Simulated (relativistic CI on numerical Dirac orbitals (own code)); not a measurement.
Computed by Dirac-Coulomb-Breit CI, separate exchange-only KLI orbitals for each configuration, a model potential for QED, unscaled Slater integrals (own radial code, finite nucleus).

Configurations in the expansion (outside the closed core 1s2): 2s2, 2s 2p, 2p2, 2p 3s, 2p 3p, 2s 3s, 2s 3p, 2s 3d, 2s 4s, 2s 4p, 2s 4d, 2s 4f, 2s 5s, 3s2, 2s 5p, 2s 5d, 2s 5f, 2s 5g, 3s 3p, 3p2. Levels of other configurations are missing.

At this charge energies of transitions that change n are usually good to better than 1 %, and those within a shell (Δn = 0) to a few per cent.

Outline of the computed level scheme of Pd XLIII. Lowest level of each configuration: 2s2 1S_0 at 0.00 eV; 2s 2p 3P°_0 at 84.45 eV; 2p2 3P_0 at 244.52 eV; 2s 3s 3S_1 at 3811.48 eV; 2s 3p 3P°_0 at 3853.15 eV; 2p 3s 3P°_0 at 3919.29 eV; 2s 3d 3D_1 at 3923.77 eV; 2p 3p 3D_1 at 3948.33 eV; 2s 4s 3S_1 at 5123.82 eV.

Some strong electric-dipole decays among the lowest 36 levels: 2s 3d 3D_3 → 2s 2p 3P°_2 (2.4e+14 s⁻¹); 2s 3d 3D_2 → 2s 2p 3P°_1 (2.0e+14 s⁻¹); 2s 3d 1D_2 → 2s 2p 1P°_1 (2.0e+14 s⁻¹); 2s 3d 3D_1 → 2s 2p 3P°_0 (1.7e+14 s⁻¹); 2s 3d 3D_1 → 2s 2p 3P°_1 (1.2e+14 s⁻¹); 2p 3p 3P_0 → 2s 2p 3P°_1 (9.0e+13 s⁻¹); 2p 3p 1S_0 → 2s 2p 1P°_1 (8.1e+13 s⁻¹); 2s 3p 1P°_1 → 2s2 1S_0 (7.0e+13 s⁻¹).

LS names give the leading component of a level, which can be under half, so a name can repeat, a term be missing and a line seem to break the LS rules.
